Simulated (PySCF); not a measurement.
## Ionisation energy of Ir⁺ by level of theory

Ir⁺ [Xe] 4f14 5d7 6s1 (5F) → Ir²⁺ [Xe] 4f14 5d7 (4F), as a difference of total energies. Calculation: PySCF 2.14, in aug-cc-pwCVDZ-PP with ECP60MDF (6s6p5d3f, 70 functions); a scalar-relativistic core potential. Correlated levels: valence and next inner shell: nothing frozen outside the core potential. The calculations carry no spin-orbit coupling.

```csv
method,ionisation energy (eV)
UHF,16.347
MP2 (valence and next inner shell),17.684
SCS-MP2 (valence and next inner shell),17.348
CCSD (valence and next inner shell),17.453
CCSD(T) (valence and next inner shell),17.495
```

Q: How much does correlation contribute at CCSD(T) (valence and next inner shell)?

A: 17.495 − (16.347) = 1.148 eV, measured against UHF.

The reference lies between the lowest fine-structure levels, while these numbers refer to the centres of the terms.

Errors of the correlated levels include the incompleteness of this basis.

For comparison: 17 ± 0.3 eV (semi-empirical (NIST evaluation); NIST Atomic Spectra Database, ionization energies).
